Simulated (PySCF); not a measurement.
**Computed structure and properties of Bi(CN)3**

System: Bi(CN)3 (singlet); start: displaced along the imaginary mode (C3v). Method: PySCF 2.14.0, RKS PBE0, Bi def2-SVP with ECP60, C def2-SVP, N def2-SVP; non-relativistic Hamiltonian with scalar-relativistic core potentials where named; density fitting; no spin-orbit coupling.

Input of the relaxation:

```python
mol = gto.M(atom='''
Bi    -0.00000     0.00000     0.03495
C      2.41578    -0.00000    -0.25000
N      3.58418    -0.00001     0.04040
C     -1.20789     2.09213    -0.25000
N     -1.79209     3.10400     0.04040
C     -1.20790    -2.09213    -0.25000
N     -1.79210    -3.10399     0.04040''',
    basis={'Bi': 'def2-SVP', 'C': 'def2-SVP', 'N': 'def2-SVP'},
    ecp={'Bi': 'def2-SVP'},
    charge=0, spin=0)
mf = dft.RKS(mol, xc='PBE0')
mf.grids.atom_grid = (50, 194)
mf = mf.density_fit()  # fitting sets: Bi def2-universal-JKFIT, C def2-universal-JKFIT, N def2-universal-JKFIT
mf.conv_tol = 1e-08; mf.max_cycle = 55
mf.kernel(dm0)  # dm0: converged density of the start geometry
# quasi-Newton relaxation in Cartesian coordinates to a largest gradient under 0.00045 Eh/bohr, steps kept in the point group
```

Run from Python with OMP_NUM_THREADS=2; the lines above give its settings. Where DIIS fails, smearing, a level shift and second-order steps follow.
It took 69 s on 2 threads of Arm Neoverse V1 (shared host), from the converged density of the start.

Course of the relaxation:

```
step  energy above end (eV)  largest force component within the symmetry (eV/Å)
   0                 2.6251                                               4.041
   1                 1.9020                                               3.082
   2                 1.3409                                               1.032
   3                 0.7080                                               1.512
   4                 0.3679                                               0.510
   5                 0.2787                                               2.082
   6                 0.2156                                               0.453
   7                 0.1515                                               0.717
  13                 0.0122                                               0.188
  14                 0.0045                                               0.517
  15                 0.0013                                               0.031
  16                 0.0003                                               0.028
  17                 0.0000                                               0.034
  18                 0.0000                                               0.001
```
(The steps between are left out.)

Relaxed geometry (C3v):

```xyz
7

Bi    0.0000    0.0000    1.1906
C     1.8538    0.0000   -0.0350
N     2.8889    0.0000   -0.5598
C    -0.9269    1.6054   -0.0350
N    -1.4444    2.5018   -0.5598
C    -0.9269   -1.6054   -0.0350
N    -1.4444   -2.5018   -0.5598
```

```tsv
contact	Å
Bi1–C2 (CN)	2.222
Bi1–C4 (CN)	2.222
Bi1–C6 (CN)	2.222
```

On the finer grid (75, 302):

| Property | Result |
| --- | --- |
| HOMO | -9.90 eV |
| LUMO | -2.74 eV |
| Dipole about the centre of mass | 6.40 D |
| Set of Mulliken populations of Bi1 outside the core potential | s 3.79, p 8.00, d 10.15 |
| D3(BJ) dispersion energy (not in the energies) | -0.208 eV |

| atom | Mulliken (e) | Löwdin (e) | spin (e) |
| --- | --- | --- | --- |
| Bi1 | 1.06 | 0.80 | 0.00 |
| C2 | -0.31 | -0.24 | 0.00 |
| N3 | -0.04 | -0.03 | 0.00 |
| C4 | -0.31 | -0.24 | 0.00 |
| N5 | -0.04 | -0.03 | 0.00 |
| C6 | -0.31 | -0.24 | 0.00 |
| N7 | -0.04 | -0.03 | 0.00 |

On the grid (50, 194), as all that follows. Harmonic modes: a minimum; lowest 72 cm⁻¹ (negative: unstable), highest 2336 cm⁻¹, zero-point energy 0.623 eV.

Taking off one CN (charge -1, singlet; the rest: singlet) in vacuum, both parts rigid, costs 9.39 eV; the small basis without counterpoise inflates it. Most of it is the attraction of opposite charges; other ways to part are cheaper, and one spin state was tried for the rest.

Rigid scan of CN along the line from its metal:

(distance to C2 (Å), energy (eV)): (1.92, 0.902), (2.02, 0.347), (2.12, 0.076), (2.22, 0.000), (2.32, 0.058), (2.42, 0.205), (2.62, 0.651), (2.92, 1.438), (3.32, 2.390), (3.82, 3.259)

One start shape was tried, so this needn't be the lowest isomer.
